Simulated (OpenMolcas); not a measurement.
## Hf+: terms and fine structure

| Item | Value |
| --- | --- |
| Program | OpenMolcas |
| Method | CASSCF |
| Basis | ANO-RCC-VTZP [8s7p5d3f2g1h] |
| Scalar Hamiltonian | DKH2, point nucleus |
| Active space | 3 electrons in 11 orbitals (5d 6s 6d) |
| State averaging | 2S+1 = 2 even, 29 roots; 2S+1 = 4 even, 17 roots kept (CI in the orbitals of an earlier block) |
| Spin-orbit coupling | state interaction with AMFI integrals over the reference wave functions, term energies averaged over their components |

Spin-free terms above the lowest, with the occupations of the reference (each correlating shell added to its valence partner):

| Configuration | Term | E (cm-1) | Occupations |
| --- | --- | --- | --- |
| 5d 6s2 | 2D | 0.0 | 5d 1.38 6s 1.62 |
| 5d2 6s | 4F | 1550 | 5d 2.00 6s 1.00 |
| 5d2 6s | 4P | 9913 | 5d 2.00 6s 1.00 |
| 5d2 6s | 2F | 11901 | 5d 2.08 6s 0.92 |
| 5d2 6s | 2P | 12031 | 5d 2.40 6s 0.59 |
| 5d2 6s | 2G | 14342 | 5d 2.19 6s 0.81 |
| 5d2 6s | 2D | 14489 | 5d 1.81 6s 1.19 |
| 5d3 | 4F | 16516 | 5d 3.00 |

With spin-orbit coupling, above the lowest level:

```tsv
Configuration	Term	J	E (cm-1)	Measured (cm-1)	g	Term weight %	Second
5d 6s2	2D	3/2	0.0	0.0	0.651	62	37 5d2 6s 4F
5d2 6s	4F	3/2	1933	3645	0.556	61	37 5d 6s2 2D
5d2 6s	4F	5/2	2038	4905	1.058	80	17 5d 6s2 2D
5d2 6s	4F	7/2	4282	6344	1.237	99	
5d 6s2	2D	5/2	4392	3051	1.173	80	18 5d2 6s 4F
5d2 6s	4F	9/2	6544	8362	1.331	98	
5d2 6s	4P	1/2	11584		2.643	99	
5d2 6s	4P	3/2	12215		1.716	98	
5d2 6s	2F	5/2	12743		1.123	56	29 4P
5d2 6s	4P	5/2	13280	13486	1.308	60	38 2F
5d2 6s	2P	1/2	14044		0.693	99	
5d2 6s	2P	3/2	14398		1.159	69	29 2D
5d2 6s	2F	7/2	15624		1.060	67	33 2G
5d3	4F	3/2	16652		0.487	88	7 5d2 6s 2P
5d2 6s	2G	9/2	17338		1.124	94	4 5d3 4F
5d2 6s	2G	7/2	17737		0.994	62	30 2F
5d3	4F	5/2	17755		1.055	88	10 5d2 6s 2D
5d2 6s	2D	3/2	18429		0.896	64	23 2P
5d2 6s	2D	5/2	18946		1.201	76	12 5d3 4F
5d3	4F	7/2	19560		1.218	93	5 5d2 6s 2G
```

Against the 6 measured excited levels shown (NIST Handbook of Basic Atomic Spectroscopic Data) the mean absolute deviation is 1700 cm-1; the largest miss in energy is 5d2 6s 4F 5/2: computed 2038, measured 4905 cm-1 (-58.4 %). Levels of one J stand in another order than measured, so their pairing by name is doubtful.

Spin-orbit coupling puts the lowest level 2909 cm-1 below the lowest spin-free term.

Without dynamic correlation excited terms often stand tens of per cent too high (terms of higher spin than the ground term too low), and those without a measured partner can miss by more than the paired ones. Some levels mix across a computed gap that differs much from the measured one, so their mixing is not that of the real levels. Terms from blocks run as CI alone lack orbitals of their own. Active for correlation alone: 6d; no level in the range computed is led by a configuration that fills it, so any true level of that kind is missing. Computed and measured levels are paired by configuration, term and J; levels that our copy of the source lacks, or whose pairing is in doubt (as where it misses far off the trend of its configuration), stay unpaired and out of the deviations. Levels of configurations outside the active space are missing. The first state left out of the spin-orbit step lies near 24000 cm-1 above the lowest spin-free state of the reference (among the parities and spins computed), and the list stops at four fifths of that energy or lower.

The term weight is that of the spin-free term in the level, not the purity of its configuration.
